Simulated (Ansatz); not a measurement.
C$_{4}$H$_{9}$S, doublet, at a GFN2-xTB geometry; SVWN5/aug-cc-pVDZ (Ansatz, a first-principles code).

Here is a job for Ansatz.
Ansatz 0.2 input:
```yaml
crystal:
  periodic: [false, false, false]
  atoms:
    - {symbol: C, position_ang: [0.58743936, 0.37937218, 1.48279252]}
    - {symbol: C, position_ang: [0.24494271, -0.33022421, 0.30011842]}
    - {symbol: C, position_ang: [-0.80105123, -1.41535076, 0.45284245]}
    - {symbol: C, position_ang: [1.41092554, -0.75110211, -0.57326414]}
    - {symbol: S, position_ang: [-0.64174228, 1.10319047, -0.80711740]}
    - {symbol: H, position_ang: [-0.12440477, 0.49367211, 2.27999453]}
    - {symbol: H, position_ang: [1.47810212, 0.97792090, 1.52002766]}
    - {symbol: H, position_ang: [-0.35156060, -2.27653823, 0.94591929]}
    - {symbol: H, position_ang: [-1.17349404, -1.72970817, -0.51913272]}
    - {symbol: H, position_ang: [-1.63885989, -1.07321425, 1.05655524]}
    - {symbol: H, position_ang: [1.05683430, -1.10915794, -1.53692940]}
    - {symbol: H, position_ang: [1.95956425, -1.55286840, -0.08168852]}
    - {symbol: H, position_ang: [2.08692557, 0.08392280, -0.73928868]}
    - {symbol: H, position_ang: [-1.67876878, 1.23875316, 0.01348557]}
basis:
  gaussian:
    orbitals: aug-cc-pVDZ
    fitting: {mean_field: def2-universal-JKFIT}
hamiltonian:
  xc: {name: SVWN5}
magnetization: {spin_polarized: true, initial_magnetization: 1}
```

Question: What does Ansatz print? Leave out banner, timings and long lists.

Answer: 
```
Functional definition: SVWN5
590 factors; integrals over basis functions are off by at most 3.1e-1 eV
mean field evaluation 1: about -15016.6387 eV, gradient 7.8e1 eV
mean field evaluation 2: about -14702.2919 eV, gradient 2.0e2 eV
mean field evaluation 4: about -15047.1356 eV, gradient 2.7e1 eV
mean field evaluation 8: about -15050.9325 eV, gradient 2.0e-1 eV
mean field evaluation 16: about -15050.9299 eV, gradient 4.5e-4 eV
mean field -15050.92988563 eV, -553.1114714101 hartree, gradient 2.0e-5 eV, S^2 0.753194; 0 other end points of the search recorded, 0 dependent functions left out
reference -15050.92998772 eV, -553.1114751621 hartree; 25, 24 occupied and 175, 176 virtual orbitals, 590 factors
Total energy: -15050.92998772 eV, -553.1114751621 hartree
```
